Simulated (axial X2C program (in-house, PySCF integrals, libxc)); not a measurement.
## Bond lengths and stretching modes, held linear, of HGeH⁺

Computed with an axial X2C code built on PySCF integrals: two-component X2C with atomic mean-field Coulomb and Gaunt terms, Gaussian nuclei, basis H dyall-v3z, Ge dyall-v3z with contracted cores. Spin-free rows use the one-electron spin-free X2C Hamiltonian.

Masses H 1.008, Ge 73.921, H 1.008 u. States: 2c Ω = 1/2 (beyond evenly filled blocks: ω = 1/2); spin-free M_S = 1/2, Λ = 1 (beyond evenly filled blocks: π+α).

PBE, 2c: energies above the lowest point

```csv
r(H–Ge) (Å),r(Ge–H) (Å),E (meV)
1.4625,1.4625,42.41
1.4625,1.5000,21.83
1.4625,1.5375,26.57
1.5000,1.4625,21.83
1.5000,1.5000,0.00
1.5000,1.5375,3.46
1.5000,1.5750,28.19
1.5375,1.4625,26.57
1.5375,1.5000,3.46
1.5375,1.5375,5.64
1.5750,1.5000,28.19
1.5750,1.5750,51.18
```

Question: Fit a quadratic surface with cubic terms in each bond: where is the minimum, and what are the two stretching wavenumbers?

Answer: At PBE, 2c: bonds 1.514 and 1.514 Å; harmonic stretches 2079.0 and 2224.3 cm⁻¹; force constants 2.71, 2.71 and coupling -0.15 mdyn/Å.

The other levels and Hamiltonians give:

```
Hamiltonian  level  r(H–Ge) (Å)  r(Ge–H) (Å)  lower stretch (cm⁻¹)  upper stretch (cm⁻¹)
         2c   PBE0        1.501        1.501                2169.9                2300.9
         2c     HF        1.490        1.490                2298.4                2392.3
         2c    MP2        1.483        1.483                2244.4                2380.3
  spin-free   PBE0        1.500        1.500                2170.6                2301.8
  spin-free     HF        1.490        1.490                2299.2                2393.5
  spin-free    PBE        1.514        1.514                2079.7                2225.4
  spin-free    MP2        1.483        1.483                2244.9                2380.9
```

Each state is one determinant, the lowest of a limited PBE0 search; the stretches come from a fit to these few points and carry an uncertainty of a few per cent. Other orders of the atoms were not compared. MP2 freezes inner shells (threshold -2 hartree). The molecule was held linear; bending was not examined, so a bent shape may lie lower. Note: functional without a current term on a determinant with orbital currents, of the molecule or an atom.
